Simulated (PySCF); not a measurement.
**Solvent effects on NMR parameters**

Atom-mapped SMILES (the numbers label the heavy atoms): `[AlH3-:1][P+:2]1([c:3]2[cH:4][cH:5][s:6][cH:7]2)[CH:8]=[CH:9]1`. Each H is labelled by its parent atom.

GIAO PBE0/pcSseg-1 in PySCF 2.14.0 with density-fitted response routines on one PBE0-D3(BJ)/def2-SVP conformer, non-relativistic, equivalent nuclei averaged. Solvents enter as an IEF-PCM continuum (acetonitrile with ε = 35.7, dimethylsulfoxide with ε = 46.8) around the gas-phase geometry. Shifts are referred to AlH4-, TMS, CS2 computed in the same medium.

Gas phase, δ in ppm: Al1 35.8, C7 148.5, C3 138.7, C5 134.8, C8/C9 132.0, C4 131.5, S6 257.7, H(C7) 8.50, H(C8)/H(C9) 8.35, H(C5) 7.22, H(C4) 6.77, H(Al1) 4.05. Dipole moment 5.94 D.

Task: How does each δ change in the continuum?

Result: 
```
      atoms                                         environment  Δδ, acetonitrile  Δδ, dimethylsulfoxide
        Al1                          aluminium bonded to P, 3 H             -12.2                  -12.3
         C7                 aromatic CH next to the ring sulfur              -0.5                   -0.5
         C3                         substituted aromatic carbon              +1.6                   +1.6
         C5                 aromatic CH next to the ring sulfur              +2.6                   +2.6
      C8/C9                                           alkene CH               0.0                    0.0
         C4                                         aromatic CH              +2.4                   +2.4
         S6                                aromatic ring sulfur              -4.9                   -4.9
      H(C7)  hydrogen on an aromatic CH next to the ring sulfur             -0.09                  -0.09
H(C8)/H(C9)                            hydrogen on an alkene CH             +0.32                  +0.32
      H(C5)  hydrogen on an aromatic CH next to the ring sulfur             +0.36                  +0.36
      H(C4)                          hydrogen on an aromatic CH             +0.29                  +0.30
     H(Al1)                hydrogen on an aluminium bonded to P             -0.40                  -0.40
```

Changes are relative to the gas phase. The dipole moment becomes 7.55 D in acetonitrile, 7.57 D in dimethylsulfoxide.

Task: Which of the listed nuclei move most (in ppm), and what does the model miss?

Result: Al1 (aluminium bonded to P, 3 H, -12.3 ppm) in dimethylsulfoxide. A continuum only polarises the solute; specific hydrogen bonds, the anisotropy of aromatic solvents and changes of geometry or conformer are outside it.
